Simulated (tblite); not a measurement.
Species: C6H5FN (doublet state).
Numbering: `[CH2:1]=[CH:2][c:3]1[cH:4][c:5]([F:6])[c:7][nH:8]1` (hydrogens: H9, H10 on C1; H11 on C2; H12 on C4; H13 on N8)

Structure used (GFN2-xTB), in Å, numbered top down from 1:
```xyz
13
C6H5FN angstrom
C     -2.268   -0.448   -0.080
C     -1.345    0.505    0.068
C      0.069    0.282    0.072
C      0.816   -0.892   -0.019
C      2.163   -0.516    0.005
F      3.197   -1.358   -0.072
C      2.217    0.865   -0.058
N      0.965    1.325    0.113
H     -3.318   -0.221   -0.046
H     -1.999   -1.479   -0.226
H     -1.654    1.534    0.205
H      0.447   -1.896   -0.064
H      0.706    2.298    0.084
```

The geometry is computed with GFN2-xTB (gas phase). This method treats the open shell by occupation alone, without spin polarisation.

Take the most abundant isotopes and a rigid rotor. The values belong to one conformer with, in the numbering `[CH2:1]=[CH:2][c:3]1[cH:4][c:5]([F:6])[c:7][nH:8]1`, C1–C2–C3–C4 -2°.

Q: What are A, B and C (MHz)?

A: Ia = 91.90, Ib = 371.22, Ic = 462.50 u·Å²; 505379 MHz·u·Å²/I gives A = 5499, B = 1361, C = 1093 MHz.

Q: Classify the top.

A: An asymmetric top. Ray's parameter κ = (2B − A − C)/(A − C) = -0.878; −1 is the prolate and +1 the oblate limit.

Q: What does the inertial defect say?

A: Not planar: Δ = Ic − Ia − Ib = -0.62 u·Å². For a rigid frame Δ = −2 Σ m c², so Σ m c² = 0.31 u·Å² lies off the ab plane: 0.04 from hydrogen and 0.27 from heavier atoms. The atom farthest from that plane is 0.15 Å away.

For this open shell read J as N, the rotation without spin; fine and hyperfine splittings come on top. Its GFN2-xTB frequencies are all real (lowest 110 cm⁻¹). Constants of a rigid frame at the computed geometry: no zero-point averaging, no centrifugal distortion.
